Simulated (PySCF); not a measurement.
System: sum formula AlN3H6, charge 0, multiplicity 1. SMILES: [NH2][Al]([NH2])[NH2]
Coordinates optimised at B3LYP-D3(BJ)/def2-TZVP (Ansatz):
```
Al
N 1 1.7743
H 2 1.0069 1 124.98
H 2 1.0069 3 110.03 1 180.00
N 1 1.7743 2 120.00 3 -166.93
H 5 1.0069 1 124.98 2 -166.93
H 5 1.0069 6 110.03 1 -180.00
N 1 1.7743 2 120.00 3 13.07
H 8 1.0069 1 124.98 2 13.07
H 8 1.0069 9 110.03 1 180.00
```
Charge 0, spin multiplicity 1.

Dispersion corrections to the total energy (kcal/mol) from the dftd3 and dftd4 libraries through PySCF: D3(BJ) without and D4 with the three-body term, each with the damping fitted for the functional named.

```json
[
 {"functional": "CAM-B3LYP", "D3(BJ)": "-2.99", "D4": "-3.20"},
 {"functional": "B2GP-PLYP", "D3(BJ)": "-2.76", "D4": "[?]"},
 {"functional": "TPSS", "D3(BJ)": "-4.65", "D4": "-5.00"},
 {"functional": "PW6B95", "D3(BJ)": "-1.98", "D4": "[?]"},
 {"functional": "HSE06", "D3(BJ)": "-2.51", "D4": "-2.94"},
 {"functional": "PBE", "D3(BJ)": "[?]", "D4": "-3.72"},
 {"functional": "BLYP", "D3(BJ)": "-7.89", "D4": "-8.08"}
]
```

Question: What belongs in the gaps?

Answer: 
- B2GP-PLYP, D4: -1.58
- PW6B95, D4: -3.30
- PBE, D3(BJ): -3.67
